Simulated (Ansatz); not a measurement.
Stepwise reaction of `[NH]=[W](=[NH])([NH2])[NH2]` with hydrogen chloride, as a gas-phase model of exchange steps in deposition or etching. ΔE in kJ/mol; ΔG adds harmonic PBE0-D4 terms to CCSD(T)/CBS, at 1 bar.

Computed with Ansatz on PBE0-D4/def2-TZVP structures; ΔE is electronic, products minus reactants. CCSD(T)/CBS adds triple-zeta CCSD(T) − MP2 to the extrapolated MP2 energy (def2 sets, frozen cores). This one scheme is used for every species. DFT in def2-TZVPP. B3LYP here is the variant with VWN-RPA as its local correlation; programs differ in this. Elements past krypton have def2 core potentials. For W outer-core shells are correlated without core-valence functions, which leaves a few kJ/mol of doubt a bond. Each species was taken in one conformer, which may not be the lowest.

| step | reaction | PBE-D4 | B3LYP-D4 | ωB97M-V | CCSD(T)/CBS | ΔG(400 K) |
| --- | --- | --- | --- | --- | --- | --- |
| 2 | `[NH]=[W](=[NH])([NH2])[Cl]` + HCl → `[NH]=[W](=[NH])([Cl])[Cl]` + NH₃ | -52.8 | -51.5 | -49.5 | -52.0 | -44.0 |

Give the row of step 1, `[NH]=[W](=[NH])([NH2])[NH2]` + HCl → `[NH]=[W](=[NH])([NH2])[Cl]` + NH₃. (Estimate.)

Ansatz gave: 
```
step                                                                  reaction  PBE-D4  B3LYP-D4  ωB97M-V  CCSD(T)/CBS  ΔG(400 K)
   1  `[NH]=[W](=[NH])([NH2])[NH2]` + HCl → `[NH]=[W](=[NH])([NH2])[Cl]` + NH₃   -76.2     -74.9    -73.0        -75.1      -67.8
```

By hand: ΔE of the 2 steps together at CCSD(T)/CBS.

(-75.1) + (-52.0) = -127.1 kJ/mol, or -63.5 kJ/mol a step.

In ΔE each step is higher than the one before. All are downhill at CCSD(T)/CBS. ΔG lies between -67.8 and -44.0 kJ/mol a step. PBE-D4 differs from CCSD(T)/CBS by -1.1 to -0.8 kJ/mol a step. Isolated molecules leave out the surface, adducts and barriers. Largest T1 diagnostic: 0.020.
